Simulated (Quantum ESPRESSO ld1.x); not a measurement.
Results of a calculation; reference values are marked as such.
Excited configurations of the lutetium ion Lu+: one electron is placed in a higher orbital outside [Xe] 4f14 6s1. The ground configuration is [Xe] 4f14 6s2. Code: ld1.x of Quantum ESPRESSO 7.5. Model: Dirac Kohn-Sham, PBE, spin-unpolarised, spherical densities, point nucleus; open shells are shared between the two j in proportion to 2j + 1. Excitation = E - E(ground); binding = E(ion) - E, where the ion is the core of charge +2; n* = 2/sqrt(2 binding) in atomic units, and the quantum defect is n - n*. Eigenvalue and <r> are those of j = l + 1/2.

[
 {"outer orbital": "5d", "excitation (eV)": "2.110", "binding (eV)": "12.159", "n*": "2.116", "quantum defect": "2.884", "eigenvalue (eV)": "-7.715"},
 {"outer orbital": "5f", "excitation (eV)": "10.636", "binding (eV)": "3.633", "n*": "3.870", "quantum defect": "1.130", "eigenvalue (eV)": "-2.508"},
 {"outer orbital": "6p", "excitation (eV)": "4.514", "binding (eV)": "9.755", "n*": "2.362", "quantum defect": "3.638", "eigenvalue (eV)": "-7.066"},
 {"outer orbital": "6d", "excitation (eV)": "9.154", "binding (eV)": "5.114", "n*": "3.262", "quantum defect": "2.738", "eigenvalue (eV)": "-3.736"},
 {"outer orbital": "6f", "excitation (eV)": "11.782", "binding (eV)": "2.487", "n*": "4.678", "quantum defect": "1.322", "eigenvalue (eV)": "-1.856"},
 {"outer orbital": "7s", "excitation (eV)": "8.148", "binding (eV)": "6.121", "n*": "2.982", "quantum defect": "4.018", "eigenvalue (eV)": "-4.821"},
 {"outer orbital": "7p", "excitation (eV)": "9.486", "binding (eV)": "4.783", "n*": "3.373", "quantum defect": "3.627", "eigenvalue (eV)": "-3.672"},
 {"outer orbital": "7d", "excitation (eV)": "11.147", "binding (eV)": "3.122", "n*": "4.175", "quantum defect": "2.825", "eigenvalue (eV)": "-2.398"},
 {"outer orbital": "7f", "excitation (eV)": "12.507", "binding (eV)": "1.762", "n*": "5.558", "quantum defect": "1.442", "eigenvalue (eV)": "-1.376"}
]

The Delta-SCF ionisation energy is 14.269 eV (NIST Atomic Spectra Database: 14.13 eV, semi-empirical). Self-interaction in the functional shifts the binding energies and quantum defects, so they are the method's values and not measured ones. Spin polarisation and multiplet splitting are left out, so open shells lie too high by an amount that depends on their filling.

Beside tabulated values, note that spin-unpolarised runs miss the spin-polarisation part of the exchange energy of open shells.
